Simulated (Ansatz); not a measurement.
Isolated molecules relaxed with PBE0-D4/def2-TZVP in Ansatz; ΔE leaves out vibrations. CBS: MP2 limit from def2 TZ/QZ plus the TZ coupled-cluster correction, frozen cores. DFT in def2-TZVPP. For Br, Ge outer-core shells are correlated without core-valence functions, which leaves a few kJ/mol of doubt a bond. Scalar relativity is left out up to krypton.

`[CH3][GeH]([F])[SiH3]` + `FC(F)(Cl)Br` → `[CH3][Ge]([F])([SiH3])[Cl]` + `FC(F)Br`  (formal exchange of groups at a Ge–H bond)

```tsv
level	ΔE (kcal/mol)
revPBE-D4	-38.0
BLYP-D4	-39.5
CAM-B3LYP-D4	-40.5
CAM-B3LYP	-40.2
```

Task: What does CCSD(T)/CBS give? (An estimate is asked.)

Result: The calculation gave: -40.4 kcal/mol. The listed levels differ from it by 2.4, 0.9, -0.1, 0.2 kcal/mol.

Largest T1 diagnostic among the species: 0.012.

From r2SCAN to r2SCAN0 (25 % exact exchange), in def2-TZVPP and without D4, ΔE moves by −1.3 kcal/mol. Leaving LDA and LC-ωPBE aside and taking each functional with its dispersion term where it has one, the values, not all of them listed here, spread over 5.2 kcal/mol, from BHLYP-D4 to revPBE-D4. LDA lies +2.6 kcal/mol from PBE without D4. In def2-TZVPP, CCSD(T) changes the Hartree–Fock value by +4.9 kcal/mol (the triples alone add +0.8 kcal/mol) and MP2 by +4.2 kcal/mol.
